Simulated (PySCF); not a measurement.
**Dipole response of Li (lithium, neutral)**

[He] 2s1, 2S determinant. Computed with PySCF 2.14 in dyall-av3z (15s9p3d, 57 functions), with the spin-free X2C one-electron Hamiltonian (Gaussian nucleus). Coupled (time-dependent) response in atomic units; α is the mean over directions.

| method | mean α (bohr³) | C₆ (like pair) | S(−4) |
| --- | --- | --- | --- |
| UHF | 169.9 | 1476 | 37220 |
| PBE | 142.0 | 1127 | 26160 |
| PBE0 | 146.8 | 1185 | 27920 |
| r2SCAN0 | 145.6 | 1191 | 26430 |

S(−4) is the Cauchy moment in α(ω) = α(0) + S(−4) ω² + …

Reference α: 164.1 bohr³ (recommended; Schwerdtfeger and Nagle, table of static dipole polarizabilities (2023 update)). Published C₆: 1392 (Chu and Dalgarno (2004); Tang, Norbeck and Certain (1976)).

α(iu) at PBE0:

```tsv
u (hartree)	α(iu) (bohr³)
0	146.8
0.0500	99.68
0.100	51.25
0.200	17.98
0.300	8.920
0.500	3.604
0.750	1.776
1.00	1.094
1.50	0.5729
2.00	0.3693
3.00	0.1998
5.00	0.08860
```

A single London oscillator, α(iu) = α/(1 + u²/ω²), gives C₆ = (3/4) ω α². Matching the computed C₆ needs ω = 4 × 1185 / (3 × 146.8²) = 0.0733 hartree.
